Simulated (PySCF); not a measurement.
Trend along the alkali metals: MN cations

HF with double-zeta basis sets in PySCF, for the lowest determinant that a PBE0 search found; no spin–orbit coupling. De refers to high-spin ground-configuration atoms (the charge goes to the atom of lower measured ionisation energy or higher electron affinity, which is not always the lowest computed limit). A positive dipole points towards N; it is taken about the centre of mass and depends on that origin.

```csv
M,basis,reference,charged atom,state (unpaired electrons),Re (Å),ωe (cm⁻¹),De (eV),μ (D)
Li,def2-SVP,UHF,Li+,"quartet (σ ↑, π ↑↑)",2.275,246,0.20,-6.47
Na,def2-SVP,UHF,Na+,"quartet (σ ↑, π ↑↑)",2.731,126,0.12,-4.38
K,"6-31G(d,p)",UHF,K+,"quartet (σ ↑, π ↑↑)",3.284,73.7,0.07,-3.76
Cs,def2-SVPD,UHF,Cs+,"quartet (σ ↑, π ↑↑)",3.754,54.3,0.05,-1.31
```

The shortest bond is that of LiN⁺ (2.275 Å), the longest that of CsN⁺ (3.754 Å).

The rows differ in basis set, which adds steps of its own.

Down a group the atoms grow and get heavier, so bonds lengthen and wavenumbers fall; this series shows no clear exception.

Spin–orbit coupling is left out, which matters for elements this heavy, above all for dissociation energies. For an ion De counts to the pair picked by the measured ionisation energies or electron affinities, which need not be the lowest pair at this level. Hartree–Fock leaves out correlation, which carries a large part of most bond energies and some tenths to 1 eV of ionisation energies. States were picked by a PBE0 search and need not be the measured ground states.
